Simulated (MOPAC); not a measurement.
MOPAC input (PM6):

```
PM6 1SCF UHF MS=0.5 GEO-OK AUX(PRECISION=9) THREADS=1
CN

C    -0.00000000 1   -0.00000000 1   -0.62581252 1
N     0.00000000 1    0.00000000 1    0.53641073 1
```

Output:

```
 *******************************************************************************
 **                                                                           **
 **                              MOPAC v23.2.5                                **
 **                                                                           **
 *******************************************************************************
 ** MOPAC's Digital Object Identifier: https://doi.org/10.5281/zenodo.6511958 **
 **                                                                           **
 ** Please cite the open-source release paper for use of this MOPAC version:  **
 ** J. E. Moussa and J. J. P. Stewart (2026)                                  **
 ** MOPAC: An open-source semiempirical molecular orbital program             **
 ** J. Open Source Softw., 11(119), 8025, https://doi.org/10.21105/joss.08025 **
 *******************************************************************************

                              PM6 CALCULATION RESULTS

 *******************************************************************************
 *  PM6        - The PM6 Hamiltonian to be used
 *  GEO-OK     - OVERRIDE INTERATOMIC DISTANCE AND OTHER SAFETY CHECKS
 *  UHF        - UNRESTRICTED HARTREE-FOCK CALCULATION
 *  MS=        - IN MECI, MAGNETIC COMPONENT OF SPIN =  0.5
 *  1SCF       - DO 1 SCF AND THEN STOP
 *  AUX        - OUTPUT AUXILIARY INFORMATION
 *******************************************************************************
PM6 1SCF UHF MS=0.5 GEO-OK AUX(PRECISION=9) THREADS=1
 CN

   ATOM   CHEMICAL          X               Y               Z
  NUMBER   SYMBOL      (ANGSTROMS)     (ANGSTROMS)     (ANGSTROMS)

     1       C         -0.00000000  *  -0.00000000  *  -0.62581252  *
     2       N          0.00000000  *   0.00000000  *   0.53641073  *

          CARTESIAN COORDINATES

    NO.       ATOM           X           Y           Z

     1         C         -0.0000     -0.0000     -0.6258
     2         N          0.0000      0.0000      0.5364

 General Reference for PM6:
 "Optimization of Parameters for Semiempirical Methods V: Modification of NDDO Approximations
 and Application to 70 Elements", J. J. P. Stewart, J. Mol. Mod., 13, 1173-1213 (2007)
 URL: https://link.springer.com/article/10.1007/s00894-007-0233-4

           Empirical Formula: C N  =     2 atoms

      MOLECULAR POINT GROUP   :   C*v

          UHF CALCULATION, NO. OF ALPHA ELECTRONS =    5
                           NO. OF BETA  ELECTRONS =    4

 -------------------------------------------------------------------------------
 PM6 1SCF UHF MS=0.5 GEO-OK AUX(PRECISION=9) THREADS=1
 CN

     1SCF WAS SPECIFIED, SO BFGS WAS NOT USED
     SCF FIELD WAS ACHIEVED

                              PM6 CALCULATION
                                                       MOPAC v23.2.5 Linux

          FINAL HEAT OF FORMATION =        102.84665 KCAL/MOL =     430.31037 KJ/MOL

          COSMO AREA              =         60.34 SQUARE ANGSTROMS
          COSMO VOLUME            =         42.87 CUBIC ANGSTROMS

          IONIZATION POTENTIAL    =         12.610368 EV
          ALPHA SOMO LUMO (EV)    =        -12.610  0.916
          BETA  SOMO LUMO (EV)    =        -13.749 -2.711
          NO. OF ALPHA ELECTRONS  =          5
          NO. OF BETA  ELECTRONS  =          4
          MOLECULAR WEIGHT        =         26.0177         POINT GROUP:  C*v

          MOLECULAR DIMENSIONS (Angstroms)

            Atom       Atom       Distance
            N     2    C     1     1.16222
            N     2    C     1     0.00000
            C     1    N     2     0.00000

          SCF CALCULATIONS        =          1

   ATOM   CHEMICAL          X               Y               Z
  NUMBER   SYMBOL      (ANGSTROMS)     (ANGSTROMS)     (ANGSTROMS)

     1       C         -0.00000000  *  -0.00000000  *  -0.62581252  *
     2       N          0.00000000  *   0.00000000  *   0.53641073  *

                             CARTESIAN COORDINATES

   1    C       -0.000000000    -0.000000000    -0.625812520
   2    N        0.000000000     0.000000000     0.536410730

           Empirical Formula: C N  =     2 atoms

      MOLECULAR POINT GROUP   :   C*v

          ALPHA EIGENVALUES
 -32.05526 -17.69585 -14.17654 -14.17654 -12.61037   0.91583   0.91583   4.96924

           BETA EIGENVALUES
 -31.64980 -15.11256 -13.74913 -13.74913  -2.71067   1.31001   1.31001   5.27839

              NET ATOMIC CHARGES AND DIPOLE CONTRIBUTIONS

  ATOM NO.   TYPE          CHARGE      No. of ELECS.   s-Pop       p-Pop
    1          C           0.228522        3.7715     1.41501     2.35646
    2          N          -0.228522        5.2285     1.75540     3.47312
 DIPOLE           X         Y         Z       TOTAL
 POINT-CHG.     0.000     0.000    -1.276     1.276
 HYBRID        -0.000    -0.000    -0.022     0.022
 SUM           -0.000    -0.000    -1.298     1.298

          ATOMIC ORBITAL ELECTRON POPULATIONS

     Atom    s        px        py        pz
    1  C   1.41501   0.79319   0.79319   0.77009
    2  N   1.75540   1.20681   1.20681   1.05949

                    (SZ)    =    0.500000
                    (S**2)  =    0.752514

          ATOMIC ORBITAL SPIN POPULATIONS

    Atom   Total    s     px     py     pz
         Atomic
    1  C  0.6974  0.189  0.011  0.011  0.486
    2  N  0.3026  0.038 -0.011 -0.011  0.286

 **********************
 *                    *
 * JOB ENDED NORMALLY *
 *                    *
 **********************

 == MOPAC DONE ==
```

The geometry given is a B3LYP-D3(BJ)/def2-TZVP minimum.
